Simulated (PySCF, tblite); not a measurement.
Isomers of C4H6N2OSi, one GFN2-xTB conformer each. Single-point energies are computed at PBE0/pcSseg-1 (PySCF, gas phase, no added dispersion term), electronic only.

```csv
SMILES,GFN2-xTB relative energy (kcal/mol)
O=Cc1nccn1[SiH3],0.0
[H]/N=C\[C@]([SiH3])(C#N)C=O,76.5
C=NC(=C)O[SiH2]C#N,49.3
```

Conformers: `[O:1]=[CH:2][c:3]1[n:4][cH:5][cH:6][n:7]1[SiH3:8]` with O1–C2–C3–N4 180°; `[H]/[N:6]=[CH:5]\[C@@:3]([C:2]#[N:1])([SiH3:4])[CH:7]=[O:8]` with C2–C3–C5–N6 157°, C2–C3–C7–O8 -174°; `[CH2:1]=[N:2][C:3](=[CH2:4])[O:5][SiH2:6][C:7]#[N:8]` with C1–N2–C3–C4 178°, N2–C3–O5–Si6 -172°, C3–O5–Si6–C7 -60°.

What does PBE0/pcSseg-1 give for the same structures?

```
                      SMILES  PBE0/pcSseg-1 E (Eh)  PBE0/pcSseg-1 (kcal/mol)  GFN2-xTB (kcal/mol)  point group
            O=Cc1nccn1[SiH3]            -629.70263                       0.0                  0.0           Cs
          C=NC(=C)O[SiH2]C#N            -629.66184                      25.6                 49.3           C1
[H]/N=C\[C@]([SiH3])(C#N)C=O            -629.62892                      46.3                 76.5           C1
```

Both levels put the same isomer lowest; measured from each level's own lowest isomer, the values differ by up to 30.2 kcal/mol ([H]/N=C\[C@]([SiH3])(C#N)C=O: 76.5 against 46.3). As drawn, the lowest has an aromatic ring, which the highest lacks; the highest has a C≡N group, a C=N bond and an N–H bond, which the lowest lacks.

Which frontier levels, dipoles and rotational constants go with these structures?

| SMILES | HOMO (eV, PBE0/pcSseg-1) | LUMO (eV) | dipole (D) | A, B, C (MHz) |
| --- | --- | --- | --- | --- |
| O=Cc1nccn1[SiH3] | -7.34 | -2.16 | 1.69 | 3097, 1797, 1155 |
| C=NC(=C)O[SiH2]C#N | -7.30 | -1.51 | 3.60 | 3563, 971.9, 851.1 |
| [H]/N=C\[C@]([SiH3])(C#N)C=O | -7.83 | -1.89 | 2.66 | 2014, 1476, 1344 |

What happens when harmonic zero-point energies from GFN2-xTB frequencies are added?

```
                      SMILES  ZPE (kcal/mol)  electronic (kcal/mol)  with ZPE (kcal/mol)
            O=Cc1nccn1[SiH3]            58.6                    0.0                  0.0
          C=NC(=C)O[SiH2]C#N            56.8                   25.6                 23.8
[H]/N=C\[C@]([SiH3])(C#N)C=O            55.6                   46.3                 43.3
```

The zero-point energies span 3.0 kcal/mol. The order is unchanged.
